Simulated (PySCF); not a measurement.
**C6H12OSi2: core ionisation energies**

Species: C6H12OSi2.
Geometry (PBE0-D3(BJ)/def2-SVP, Å), atoms numbered from 1 in this order:
```xyz
21
C6H12OSi2 angstrom
C      2.7490    1.4076   -0.2306
C      2.3803    0.3037   -0.5873
Si     1.8035   -1.3674   -1.0923
O      0.8078   -1.9972    0.0639
Si    -0.3870   -1.5183    1.1299
C     -1.7343   -0.5849    0.2276
C     -2.8160    0.1503    1.0632
C     -2.7192    1.3377    0.0879
C     -1.3709    0.7855   -0.4088
H      3.0779    2.3838    0.0802
H      2.9843   -2.2563   -1.2523
H      1.0802   -1.2354   -2.3895
H      0.2073   -0.6158    2.1660
H     -0.9048   -2.7531    1.7893
H     -2.2079   -1.2402   -0.5229
H     -3.7910   -0.3470    1.1750
H     -2.4531    0.4177    2.0699
H     -3.4915    1.2793   -0.6946
H     -2.7333    2.3534    0.5122
H     -0.5151    1.2647    0.0943
H     -1.1742    0.8014   -1.4915
```

Level of theory: delta-SCF UKS SCAN, pcX-2 on the ionised atom, pcseg-1 elsewhere, spin-free X2C in PySCF 2.14.0. These are vertical core ionisation energies against the vacuum level, from separate self-consistent calculations with and without the core hole.

**Question.** List the computed XPS lines with their assignment.

**Answer.** 
```tsv
atom(s)	bonded to	level	binding energy (eV)	2p1/2 (eV)	above the level's lowest (eV)	count
Si3	O, C and 2 H	Si 1s	1847.60	–	+0.77	1
Si5	O, C and 2 H	Si 1s	1846.83	–	0.00	1
O4	2 Si	O 1s	537.56	–	0.00	1
C1	C (triple bond) and H	C 1s	290.62	–	+0.70	1
C7/C9	2 C and 2 H	C 1s	290.48	–	+0.56	2
C8	2 C and 2 H	C 1s	290.44	–	+0.52	1
C2	C (triple bond) and Si	C 1s	290.32	–	+0.40	1
C6	2 C, H and Si	C 1s	289.92	–	0.00	1
Si3	O, C and 2 H	Si 2p3/2	107.59	108.21	+0.68	1
Si5	O, C and 2 H	Si 2p3/2	106.91	107.54	0.00	1
```

The listed C 1s values span 0.70 eV, from C6 (bonded to 2 C, H and Si) to C1 (bonded to C (triple bond) and H). The widest gap between neighbouring values is 0.40 eV, between 289.92 and 290.32 eV. The values 290.44 and 290.48 eV lie too close for their order to be trusted.

Lowest listed Si 1s: Si5, bonded to O, C and 2 H. Highest, 0.77 eV above it: Si3, bonded to O, C and 2 H.

The listed Si 2p3/2 values span 0.68 eV, from Si5 (bonded to O, C and 2 H) to Si3 (bonded to O, C and 2 H). Summing the Pauling electronegativity differences to the bonded atoms, each weighted by its formal bond order, gives +2.79 for the lowest site and +2.79 for the highest; the sum is the same at every site.

**Question.** Which effective nuclear charge Zeff reproduces each element's mean 1s value in the hydrogen-like formula E = 13.606 eV × Zeff²?

**Answer.** C (Z = 6): mean 290.4 eV, Zeff = 4.62, Z − Zeff = 1.38; O (Z = 8): mean 537.6 eV, Zeff = 6.29, Z − Zeff = 1.71; Si (Z = 14): mean 1847.2 eV, Zeff = 11.65, Z − Zeff = 2.35. Means run over the listed sites, weighted by atom count.

**Question.** Which photon wavelength matches the C 1s of C7/C9 threshold?

**Answer.** λ = hc/E = 12398.42 eV Å / 290.48 eV = 42.683 Å.

Topologically equivalent atoms share the value of their first member; where this conformer doesn't relate them by symmetry, their own values could differ. The unrestricted hole states depart most from a pure doublet (⟨S²⟩ = 0.75; over 0.85 named) for C 1s of C1 (0.86) and C 1s of C2 (0.86), which makes these values less certain. 2p3/2 and 2p1/2 are the ΔSCF energy of one spin-free 2p hole plus the eigenvalues of a spin–orbit and ligand-field matrix of the shell. 2p1/2 minus 2p3/2 (ligand field included): Si 0.63 eV. One conformer (not necessarily the lowest) at the PBE0-D3(BJ)/def2-SVP geometry, without solvent, vibrations or thermal averaging.

On one thread, Arm Neoverse N1 (aarch64) (shared host), this took 7.6 min wall and 0.68 GiB of memory at its peak.
